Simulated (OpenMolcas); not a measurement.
## Al2+: effect of the basis set

- Program: OpenMolcas 26.06
- Method: CASSCF
- Active space: 1 electron in 4 orbitals (3s 3p)
- State averaging: 2S+1 = 2 even, 1 root; 2S+1 = 2 odd, 3 roots
- Spin-orbit coupling: state interaction with AMFI integrals over the reference wave functions, term energies averaged over their components

A. ANO-RCC-VDZP [4s3p1d], DKH2, point nucleus; cost roughly 7 core-seconds
B. ANO-L-VTZP [5s4p2d1f], non-relativistic, point nucleus; cost about 6 core-seconds
C. ANO-RCC-VTZP [5s4p2d1f], DKH2, point nucleus; cost of the order of 5 core-seconds
D. ANO-R2 [5s5p3d1f], X2C, finite nucleus; cost of the order of 6 core-seconds
E. ANO-RCC-VQZP [6s5p3d2f1g], DKH2, point nucleus; cost roughly 4 core-seconds
F. ANO-R3 [6s5p4d2f1g], X2C, finite nucleus; cost roughly 7 core-seconds

Energies in cm⁻¹ above 3s ²S_1/2, the measured ground level; measured values from NIST levels in Kelleher and Podobedova, J. Phys. Chem. Ref. Data 37, 709 (2008).

| Level | A | B | C | D | E | F | Measured |
| --- | --- | --- | --- | --- | --- | --- | --- |
| 3s ²S_1/2 | 0.0 | 0.0 | 0.0 | 0.0 | 0.0 | 0.0 | 0.0 |
| 3p ²P°_1/2 | 56515 | 52576 | 52828 | 52504 | 52823 | 52881 | 53683 |
| 3p ²P°_3/2 | 56721 | 52750 | 53019 | 52697 | 53014 | 53074 | 53917 |

Deviations, from unrounded energies. A percentage is the sum of absolute deviations over the sum of measured energies, with the sign that they share, or ± where signs differ.

```tsv
Against measurement	Levels	A	B	C	D	E	F
mean absolute deviation (cm-1)	2	2800	1100	880	1200	880	820
other configurations (%)	2	+5.2	-2.1	-1.6	-2.2	-1.6	-1.5
```

F lies closest to measurement on these levels and A furthest from it. The largest miss of F in the table is 3p ²P°_3/2, by -840 cm-1. The ranking rests on the paired levels alone, and a cruder setting can come out closer through cancelling errors.

Among A to F the level of the table that moves most is 3p ²P°_3/2, by 4000 cm-1 (lowest in D, highest in A).

With one active electron the reference holds no correlation, so core polarisation is missing. Measured partners are found by configuration, term and J. A level has none where our copy of the source lacks it or the pairing is in doubt (some pairs that miss far off the trend of their configuration count as doubtful), and it then counts in no deviation. Levels of configurations outside the active space are missing.

° marks odd parity.
